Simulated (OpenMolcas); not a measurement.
Computed levels of 5s² 5p³ in ions with 51 electrons, in cm-1 above ⁴S°_3/2.

```
Program             : OpenMolcas
Method              : CASSCF
Basis               : ANO-RCC-VTZP
Scalar Hamiltonian  : DKH2, point nucleus
Spin-orbit coupling : state interaction with AMFI integrals over the reference wave functions, term energies averaged over their components
```

Active space for each ion: 5 electrons in 8 orbitals (5s 5p 6s 6p).

```tsv
Level	Te+	Xe3+
²D°_3/2	13759	16850
²D°_5/2	16060	21380
²P°_1/2	22205	29596
²P°_3/2	25160	36131
```

Task: Estimate ²D°_3/2, ²D°_5/2 for I2+ from its neighbours Te+ and Xe3+.

Result: ²D°_3/2 is another term, which grows about linearly with the charge: (13759 + 16850) / 2 = 15304. The calculation gives 15279, so the estimate is off by +0.2 %.
²D°_5/2 is another term, which grows about linearly with the charge: (16060 + 21380) / 2 = 18720. The calculation gives 18664, so the estimate is off by +0.3 %.

Mixed levels, with the weight of the term that names them: I2+ ²P°_3/2 (75 %), Xe3+ ²D°_3/2 (75 %), Xe3+ ²P°_3/2 (72 %).

Active for correlation alone: 6p 6s; no level in the range computed is led by a configuration that fills them, so any true level of that kind is missing. Levels of configurations outside the active space are missing.

° marks odd parity.
